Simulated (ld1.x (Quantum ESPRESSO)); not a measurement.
u(r) = r·R(r): atom against pseudo-atom (arsenic (As))

Columns: radius, all-electron u(r) and pseudo u(r) of the 4p shell (level -5.51 eV) of arsenic in the configuration [Ar] 3d10 4s1.75 4p3.25; LDA (PZ), scalar-relativistic, ultrasoft scheme, ld1.x (Quantum ESPRESSO) 7.5.

```csv
r (bohr),all-electron,pseudo
0.093,0.1717,0.0040
0.185,0.0690,0.0159
0.278,-0.1311,0.0355
0.370,-0.2574,0.0619
0.463,-0.2862,0.0950
0.555,-0.2415,0.1333
0.648,-0.1531,0.1768
0.740,-0.0460,0.2233
0.833,0.0671,0.2728
0.925,0.1746,0.3232
1.018,0.2740,0.3743
1.110,0.3607,0.4239
1.203,0.4360,0.4719
1.295,0.4983,0.5163
1.388,0.5497,0.5570
1.480,0.5901,0.5921
1.573,0.6213,0.6215
1.665,0.6438,0.6438
1.758,0.6592,0.6592
1.850,0.6680,0.6680
1.943,0.6715,0.6715
2.035,0.6702,0.6702
2.128,0.6651,0.6651
2.220,0.6567,0.6567
2.313,0.6456,0.6456
2.405,0.6325,0.6325
```

How many radial nodes do the two functions have?

The all-electron 4p function has n − l − 1 = 2; the pseudo-wave has 0, since the states of the same l below it are removed with the core.

At about which radius was the pseudo-wave matched?

1.65 bohr, where the columns begin to agree (steps of 0.09 bohr).

Where does each function peak?

Outermost all-electron maximum near 1.94 bohr, pseudo maximum near 1.94 bohr (to the table’s step).

Is the pseudo-wave norm-conserving?

No, it belongs to an ultrasoft set: the norm inside the radius is not constrained, and the difference is carried by the augmentation charge.
